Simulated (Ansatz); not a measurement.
The same atomization along the group B, Al, Ga, In.

Isolated molecules relaxed with PBE0-D4/def2-TZVP in Ansatz; ΔE leaves out vibrations. CCSD(T)/CBS is the MP2 limit (def2-TZVPP, def2-QZVPP) plus CCSD(T) − MP2 in def2-TZVPP, frozen cores. This one scheme is used for every species, atoms too. Functionals use def2-TZVPP. B3LYP here is the variant with VWN-RPA as its local correlation; programs differ in this. Open shells (•) are unrestricted, without spin–orbit coupling. Spin–orbit coupling would lower the free atoms: a little for Al, B, C, Cl, O; clearly for Ga; strongly for In. def2 core potentials past Kr. For Ga, In outer-core shells are correlated without core-valence functions, so the limit isn't a true one: a few kJ/mol of doubt a bond, and 10 to 20 or more in all where bonds break to atoms. Scalar relativity is left out up to krypton. Each species was taken in one conformer, which may not be the lowest.

```tsv
reaction	CCSD(T)/CBS(def2) (kJ/mol)
`O=C=NBCl` → B• + C• + Cl• + H• + N• + O•	2685
`O=C=[N][AlH][Cl]` → Al• + C• + Cl• + H• + N• + O•	?
`O=C=[N][GaH][Cl]` → Ga• + C• + Cl• + H• + N• + O•	2359
`O=C=[N][InH][Cl]` → In• + C• + Cl• + H• + N• + O•	2246
```

Question: Fill in the missing values. (Estimate.)

Answer: The calculation gave: `O=C=[N][AlH][Cl]` → Al• + C• + Cl• + H• + N• + O•: +2520.1 kJ/mol.

Largest T1 diagnostic: 0.018, for Al•.

For atomizations the MP2-based limit and the directly extrapolated one differ by several kJ/mol either way, and by 10 to 25 for some Ge, Se and Sn compounds, so smaller differences from it don't rank the levels.
